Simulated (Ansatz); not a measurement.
Nd(NH2)3 (NdN₃H₆). Total charge 0; quartet. Geometry relaxed at PBE-D4/def2-SVP.

```tsv
atom	x (Å)	y (Å)	z (Å)
Nd1	0.210	-0.229	0.204
N2	-1.774	-0.740	1.096
H3	-2.422	-1.509	0.867
H4	-2.300	-0.140	1.751
N5	1.172	1.694	0.812
H6	1.819	2.250	0.230
H7	0.986	2.286	1.636
N8	0.713	-1.075	-1.803
H9	0.085	-1.667	-2.370
H10	1.511	-0.871	-2.422
```

In the def2 sets Nd takes a core potential; there is no spin–orbit coupling. With an open 4f shell the SCF may have ended on a state above the lowest.

Estimate the harmonic wavenumbers at UKS PBE-D4/def2-SVP (Ansatz, unscaled). Is this a minimum?

28, 95, 96, 227, 267, 267, 267, 359, 360, 440, 441, 470, 474, 488, 488, 1461, 1461, 1464, 3380, 3380, 3382, 3464, 3465, 3465 cm⁻¹. Yes, no mode is imaginary beyond noise. Zero-point energy 177.6 kJ/mol. It took 2.8 min on 4 threads of Arm Neoverse V2 on a shared host.
